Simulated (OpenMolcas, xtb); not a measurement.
# How methods differ on CH4ClGeO (SMILES [CH3][Ge]([OH])[Cl])

The species is CH4ClGeO (8 atoms), meant as a doublet with charge 0. SMILES: `[CH3][Ge]([OH])[Cl]`. Geometry: relaxed at PBE0-D4/def2-TZVP. This is one conformer, not always the lowest.

Quantity: the vertical ionisation energy (to the singlet cation), in eV. The values are calculated.

| level | kind | program | value (eV) | less CCSD(T)/6-31G* | CPU time (all runs) |
| --- | --- | --- | --- | --- | --- |
| GFN2-xTB | semi-empirical | xtb | 12.42 | +4.40 | under 2 s |
| UHF/6-31G* (spherical functions) | Hartree–Fock | OpenMolcas | 8.41 | +0.39 | 32 s |
| USVWN5/6-31G* (spherical functions) | LDA | OpenMolcas | 8.17 | +0.15 | 69 s |
| U-revPBE/6-31G* (spherical functions) | GGA | OpenMolcas | 8.04 | +0.02 | 1.7 min |
| UBLYP/6-31G* (spherical functions) | GGA | OpenMolcas | 7.90 | -0.12 | 1.7 min |
| UTPSS/6-31G* (spherical functions) | meta-GGA | OpenMolcas | 8.16 | +0.14 | 2.1 min |
| UBHLYP/6-31G* (spherical functions) | global hybrid | OpenMolcas | 8.53 | +0.51 | 97 s |
| ROCCSD(T)/6-31G* (spherical functions) | coupled cluster or CI | OpenMolcas | 8.02 | 0.00 | 3.1 min |

Differences are taken from ROCCSD(T)/6-31G* (spherical functions) for orientation; it has basis-set and higher-order errors of its own. All-electron rows without a relativistic Hamiltonian named are non-relativistic. The values span 7.90 to 12.42 eV. The xTB values lack the empirical shift that such differences need. In the correlated wave-function rows the outer d shell of Ge is correlated, in sets not made for it. CPU times are rough (shared hosts, several kinds of processor and program).
